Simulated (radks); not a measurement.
Values are calculated unless marked as measured or tabulated.
C2+, configuration [He] 2s2 (the NIST ground configuration).

Code: a radial shooting solver on a logarithmic mesh with Libxc functionals. Model: non-relativistic Kohn-Sham, LDA (Slater exchange, Perdew-Wang correlation), spin-polarised, spherical densities, point nucleus.

Energy parts (eV):
| part | energy |
|---|---|
| total | -983.119 |
| kinetic | 978.256 |
| electron-nucleus | -2178.226 |
| Hartree | 325.826 |
| exchange-correlation | -108.974 |

Orbitals (lengths in bohr, moments of r in powers of bohr):
orbital,occ.,eigenvalue (eV),<1/r>,<r^4>
1s,2,-305.8466,5.611,0.02646
2s,2,-40.1518,1.060,8.486
2p,0,-31.8487,0.9796,9.079
3s,0,-11.7030,0.3858,372.8

The highest occupied level is 2s at -40.152 eV. The electron density at the nucleus is 128.4 e/bohr^3. Virial ratio -V/T = 2.00497. Summed over all electrons, <r^2> = 4.608 bohr^2, which gives a Langevin (diamagnetic) susceptibility term of -3.65 x 10^-6 cm^3/mol.
